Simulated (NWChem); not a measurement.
CH$_{3}$ClZn; SMILES [CH3][Zn][Cl]

Q: Give the equilibrium geometry at PBE0/def2-SVP (NWChem) as an XYZ file, with the point group.

A: point group C3v; any orientation.
```
6

Zn     0.0011     0.3482     0.0000
Cl     0.0003    -1.7696     0.0000
C      0.0014     2.2786     0.0000
H     -0.6392     2.6692     0.8056
H     -0.3763     2.6693    -0.9574
H      1.0193     2.6693     0.1518
```
